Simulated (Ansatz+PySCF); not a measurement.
# quartet CoCl₂: levels of theory in one basis

```xyz
3

Co    0.0000    0.0000    0.0000
Cl    0.0000    0.0000    2.1736
Cl    0.0000    0.0000   -2.1736
```

Basis set: def2-SVP (spherical functions). Correlated methods keep 15 orbitals frozen. Correlation on ROHF uses semicanonical orbitals with singles. Charge 0, multiplicity 4.

Computed with Ansatz (development build ahead of 0.2.0); each method stands on the lowest determinant of its kind that the runs found.

| method | E − E(ROHF) (eV) | <S²> of the determinant |
| --- | --- | --- |
| ROHF | 0.00 | 3.75 |
| UHF | -0.19 | 3.76 |
| ROHF-MP2 | -14.59 | – |
| UHF-MP2 | -14.59 | 3.76 |

Task: Is a single determinant a sound starting point here?

Result: By this sign, yes. Unrestricted orbitals gain 0.19 eV and <S²> is 3.76 against 3.75 for a pure state.

Caution: other spin multiplicities were not run.
